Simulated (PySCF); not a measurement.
# Spinor energies of Cr⁺ (chromium, charge +1)

Start: [Ar] 3d5; 3d5/2 filled at m_j = -3/2, -1/2, +1/2, +3/2, +5/2. Calculated with PySCF 2.14 in x2c-TZVPall-2c (6s7p4d1f, 54 functions): generalised Hartree-Fock with the X2C-1e Hamiltonian and a Gaussian nucleus; one run each with spin-orbit coupling (SO) switched off, then screened by Boettger's factors. This is a chosen level, not necessarily the ground level.

| spinor shell | electrons | ε, spin-free (eV) | ε, screened SO (eV) | weight of nominal j (screened SO) | rms radius, screened SO (bohr) |
| --- | --- | --- | --- | --- | --- |
| 1s1/2 | 2 | -6049.1 | -6049.1 | 1.000 | 0.0734 |
| 2s1/2 | 2 | -729.85 | -729.83 | 1.000 | 0.316 |
| 2p1/2 | 2 | -611.17 | -617.32 | 0.982 | 0.286 |
| 2p3/2 | 4 | -611.17 | -608.15 | 0.991 | 0.288 |
| 3s1/2 | 2 | -98.201 | -98.199 | 1.000 | 0.974 |
| 3p1/2 | 2 | -63.542 | -63.914 | 0.664 | 1.06 |
| 3p3/2 | 4 | -63.542 | -63.363 | 0.832 | 1.06 |
| 3d5/2 | 5 | -17.532 | -17.531 | 0.595 | 1.52 |

| quantity | spin-free | screened SO |
| --- | --- | --- |
| E (hartree) | -1049.41627 | -1049.42791 |
| M_J | 5/2 | 5/2 |
| ⟨J²⟩ | 8.750 | 8.750 |
| ⟨L²⟩ | 0.000 | 0.001 |
| ⟨S²⟩ | 8.750 | 8.750 |

Each row is a mean over spinors that exchange with the open shell spreads, by up to 11.983 eV (3p3/2).

Rows whose weight is well below 1 are mixtures of j = l ± 1/2: exchange outweighs spin-orbit coupling there, and the label is only the starting occupation.

Without spin-orbit coupling the j labels of p, d and f shells carry no meaning; the spin-free column gives the mean over the occupied spinors of each nl shell.
